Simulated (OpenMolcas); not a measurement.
A run on Au5+ among 6 point charges of -1.7 e arranged as an octahedron (Oh), 1.98 Å from the ion.

- Program: OpenMolcas 26.06
- Method: CASSCF
- Basis: ANO-RCC-VTZP [8s7p5d3f1g]
- Scalar Hamiltonian: DKH2, point nucleus
- Active space: 6 electrons in 5 orbitals (5d)
- State averaging: 2S+1 = 5 even, 5 roots; 2S+1 = 3 even, 45 roots; 2S+1 = 1 even, 50 roots
- Spin-orbit coupling: state interaction with AMFI integrals over the reference wave functions

84 basis functions. Blocks (2S+1, parity, CSFs, roots kept): 5, even, 5, 5; 3, even, 45, 45; 1, even, 50, 50.

**Question.** How long do the RASSCF and RASSI steps take on 1 thread of Arm Neoverse V2, with other jobs on the host?

**Answer.** About 22 s of wall time, without the integral step.
